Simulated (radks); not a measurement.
Effect of the nuclear size on neutral hafnium, [Xe] 4f14 5d2 6s2. Method: Dirac Kohn-Sham, LDA (Slater exchange, Perdew-Wang correlation), spin-unpolarised, spherical densities, finite nucleus; open shells are shared between the two j in proportion to 2j + 1; Fermi nuclear charge, rms radius 5.347 fm; computed with a radial shooting solver on a logarithmic mesh with Libxc functionals. The rms radius is varied about that value; shifts are against it.

[
 {"rms radius (fm)": "4.4327", "total energy shift (eV)": "-15.3", "density at nucleus (e/bohr^3)": "1.28e+06", "1s1/2 shift (meV)": "-6220", "2s1/2 shift (meV)": "-860", "5p1/2 shift (meV)": "0.536", "6s1/2 shift (meV)": "-0.462", "5d5/2 shift (meV)": "0.418", "6p1/2 (empty) shift (meV)": "0.168"},
 {"rms radius (fm)": "4.8658", "total energy shift (eV)": "-8.29", "density at nucleus (e/bohr^3)": "1.242e+06", "1s1/2 shift (meV)": "-3370", "2s1/2 shift (meV)": "-466", "5p1/2 shift (meV)": "0.291", "6s1/2 shift (meV)": "-0.250", "5d5/2 shift (meV)": "0.227", "6p1/2 (empty) shift (meV)": "0.091"},
 {"rms radius (fm)": "5.347", "total energy shift (eV)": "0", "density at nucleus (e/bohr^3)": "1.204e+06", "1s1/2 shift (meV)": "0.000", "2s1/2 shift (meV)": "0.000", "5p1/2 shift (meV)": "0.000", "6s1/2 shift (meV)": "0.000", "5d5/2 shift (meV)": "0.000", "6p1/2 (empty) shift (meV)": "0.000"},
 {"rms radius (fm)": "5.8389", "total energy shift (eV)": "9.01", "density at nucleus (e/bohr^3)": "1.17e+06", "1s1/2 shift (meV)": "3670", "2s1/2 shift (meV)": "507", "5p1/2 shift (meV)": "-0.316", "6s1/2 shift (meV)": "0.272", "5d5/2 shift (meV)": "-0.246", "6p1/2 (empty) shift (meV)": "-0.099"},
 {"rms radius (fm)": "6.0635", "total energy shift (eV)": "13.3", "density at nucleus (e/bohr^3)": "1.155e+06", "1s1/2 shift (meV)": "5410", "2s1/2 shift (meV)": "748", "5p1/2 shift (meV)": "-0.466", "6s1/2 shift (meV)": "0.401", "5d5/2 shift (meV)": "-0.364", "6p1/2 (empty) shift (meV)": "-0.146"}
]

Slopes of the eigenvalues against <r^2> in GHz/fm^2, as finite differences over the two radii next to the reference (eigenvalue slopes, not the field-shift constants of lines): 1s1/2 163000, 2s1/2 22600, 5p1/2 -14.1, 6s1/2 12.1, 5d5/2 -11.0, 6p1/2 (empty) -4.41.
